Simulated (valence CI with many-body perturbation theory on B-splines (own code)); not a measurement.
Sensitivity of CI+MBPT for Sb38+

Calculated by relativistic CI+MBPT: three valence electrons over a frozen Dirac-Fock core [Ne], radial functions for each j: 6 s, 6 p, 5 d, 3 f, 1 g, with the one-electron correlation potential Σ1, the two-electron term Σ2, the three-electron term Σ3, Breit, model QED; selected CI, second order for the rest, scaled by the run's own slope (own B-spline code, finite nucleus).

The last digits are not significant, and no measured levels were compared; by estimate large intervals hold to a few tenths of a per cent, small ones and those within an open d or f shell to about a per cent.

The reference run has the lowest level (3s^2 3p1/2) J=1/2 and an ionisation energy of 2654.98 eV. Its largest variational space holds 2842 state functions.

Levels are named by their leading jj configuration (3d3/2^4 stands for four electrons in 3d with j = 3/2), which in mixed levels can hold well under half, so a name can repeat and another be missing. Letters in brackets count levels of one name in rising energy.

Changed runs:
A. hole-hole ladder in Σ2 on → off; highest l in the core sums 6 → 4
B. size limit of the variational space 10000 → 6000
C. correlating orbitals by l 3 3 3 2 1 → 6 4 5 1 2
D. scale of Σ2 1 → 3 (bad on purpose)

Excitation energies of the reference run in cm⁻¹, and shifts in cm⁻¹:

```csv
Level,Reference,A,B,C,D
(3s^2 3p3/2) J=3/2,509574,-5.3,0,+10,+639
(3s 3p1/2^2) J=1/2,745929,-56,0,-15,+836
(3s 3p1/2 3p3/2) J=3/2 [a],1130920,-109,0,-6.6,+3661
(3s 3p1/2 3p3/2) J=5/2,1212790,-67,0,-3.9,+2214
(3s 3p1/2 3p3/2) J=3/2 [b],1329210,-39,0,+21,-516
(3s 3p1/2 3p3/2) J=1/2,1396410,-3.5,0,+21,-7149
(3s 3p3/2^2) J=5/2,1641580,-164,0,+35,+2462
(3s^2 3d3/2) J=3/2,1669980,-323,0,+72,-8385
(3s^2 3d5/2) J=5/2,1835400,-275,0,+53,-7378
(3s 3p3/2^2) J=1/2,1909710,+30,0,+15,-3265
(3s 3p3/2^2) J=3/2,1948940,-23,0,+35,-8106
(3p1/2^2 3p3/2) J=3/2,2098420,-59,0,+2.8,-2922
Ionisation energy (eV),2654.98,-0.0065,0,+0.00052,-0.31
```

No effect on these energies: B.
